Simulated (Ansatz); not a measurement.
Several settings on one geometry of the cluster YF3 (that of the charge 0 singlet, PBE-D4/def2-TZVP). Ansatz on 4 threads of Intel Xeon on a shared host; times are rough.

```xyz
4

Y    -0.019    0.055    0.146
F     1.311    1.446   -0.427
F     0.646   -1.758    0.694
F    -1.937    0.257   -0.413
```

Totals from different functionals, basis sets or treatments of relativity can't be compared as stabilities.

In the def2 sets Y takes a core potential; there is no spin–orbit coupling. HSE06 is defined as in plane-wave codes, on full-range PBE exchange.

The spins typed aren't always the lowest for that charge.

Problem. Give the basis size and estimate the energy, ⟨S²⟩ and time of these runs.

```tsv
run	method	charge	state	further keys
1	RKS ωB97M-V/def2-TZVP	0	singlet	fitting: {mean_field: def2-universal-jkfit}; forces asked
2	ROKS HSE06-D3(BJ)-ATM/def2-TZVPP	-1	doublet	final_grid: {core_spheres: 8, valence_spheres: 7, degree: 23}; scf: {omitted_lower_state_checks: [starts]}; forces asked
3	UKS RPBE-D3(BJ)-ATM/def2-mTZVPP	1	doublet	nuclear_model: gaussian; scf: {lower_state_search: full}; forces asked
```

Solution. 
```
run  functions  energy (Eh)  ⟨S²⟩  wall time
  1        133    -338.1098     –      5.5 s
  2        149    -337.9778     –      3.1 s
  3        105    -337.8223  0.75       37 s
```

The highest occupied level of an anion often lies above zero with these methods, and sets without diffuse functions describe the outer electron poorly.
